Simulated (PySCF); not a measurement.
Two species compared at the same levels of theory.

First species: C7H13NOSi.
Atom-mapped SMILES: `[CH2:1]=[CH:2][C@H:3]([O:4][SiH2:5][C:6]#[N:7])[CH:8]([CH3:9])[CH3:10]` (hydrogens: H11, H12 on C1; H13 on C2; H14 on C3; H15, H16 on Si5; H17 on C8; H18, H19, H20 on C9; H21, H22, H23 on C10)

Cartesian coordinates in Å at the GFN2-xTB level; atoms count from 1:
```xyz
23
C7H13NOSi angstrom
C      0.351    2.173   -1.360
C      0.067    0.885   -1.344
C      0.039    0.047   -0.100
O      1.062   -0.924   -0.207
Si     2.570   -0.962    0.348
C      3.554    0.534   -0.211
N      4.139    1.462   -0.542
C     -1.301   -0.686    0.084
C     -2.461    0.305    0.065
C     -1.286   -1.476    1.391
H      0.391    2.737   -2.276
H      0.551    2.722   -0.454
H     -0.113    0.337   -2.259
H      0.223    0.684    0.775
H      2.646   -0.906    1.812
H      3.074   -2.161   -0.300
H     -1.408   -1.387   -0.750
H     -2.500    0.840   -0.880
H     -3.402   -0.220    0.207
H     -2.348    1.034    0.865
H     -2.209   -2.040    1.503
H     -1.189   -0.801    2.240
H     -0.451   -2.172    1.403
```

Second species: C₆H₁₀OSi.
Structure used (GFN2-xTB), in Å, numbered top down from 1:
```
atom  x, y, z in Å
C1    -3.868    0.847    0.431
C2    -2.722    0.831   -0.221
C3    -1.507    0.074    0.218
O4    -0.975   -0.630   -0.866
Si5    0.326   -1.598   -0.929
C6     1.878   -0.720   -0.429
C7     2.883   -0.138   -0.105
C8     4.093    0.554    0.279
H9    -4.713    1.413    0.080
H10   -4.005    0.303    1.351
H11   -2.596    1.370   -1.150
H12   -0.751    0.780    0.595
H13   -1.758   -0.616    1.033
H14    0.302   -1.920   -2.348
H15    0.187   -2.742   -0.016
H16    4.691    0.776   -0.605
H17    3.847    1.490    0.782
H18    4.680   -0.067    0.956
```

Levels: PBE0/pcSseg-1 for dipole moment, HOMO energy, LUMO energy and HOMO–LUMO gap; GFN2-xTB for rotational constant A and rotational constant C. Geometries: GFN2-xTB. Each structure is a single optimised conformer of the isolated species, non-relativistic unless stated. Electronic properties by PySCF.

The conformers computed, where there is a choice (atom-mapped SMILES and torsion angles):
- `[CH2:1]=[CH:2][C@H:3]([O:4][SiH2:5][C:6]#[N:7])[CH:8]([CH3:9])[CH3:10]`: C1–C2–C3–O4 -116°, C2–C3–O4–Si5 96°, C3–O4–Si5–C6 -55°, C2–C3–C8–C9 -55°
- `[CH2:1]=[CH:2][CH2:3][O:4][SiH2:5][C:6]#[C:7][CH3:8]`: C1–C2–C3–O4 133°, C2–C3–O4–Si5 180°, C3–O4–Si5–C6 -59°

Question: Which of the two has the higher HOMO energy, and by how much?

Answer: The second: -7.59 eV against -7.93 eV, a difference of 0.34 eV.

Question: Which of the two has the higher LUMO energy, and by how much?

Answer: The second: -0.20 eV against -0.81 eV, a difference of 0.61 eV.

Question: Which has the higher HOMO–LUMO gap?

Answer: The second: 7.39 eV against 7.12 eV, a difference of 0.27 eV.

Question: Which has the higher rotational constant C?

Answer: The second: 0.557 GHz against 0.545 GHz, a difference of 0.012 GHz.

Question: Which of the two has the higher rotational constant A, and by how much?

Answer: The second: 3.373 GHz against 1.715 GHz, a difference of 1.658 GHz.

Question: Which of the two has the higher dipole moment, and by how much?

Answer: The first: 3.38 D against 2.29 D, a difference of 1.09 D.

On the first: The dipole matches unit charges of opposite sign 0.70 Å apart (1 e·Å = 4.8032 D).

On the second: The dipole equals about 7.6 × 10⁻³⁰ C·m (1 D = 3.33564 × 10⁻³⁰ C·m). GFN2-xTB frequencies show an imaginary mode (23i cm⁻¹), so this geometry is no minimum at that level.
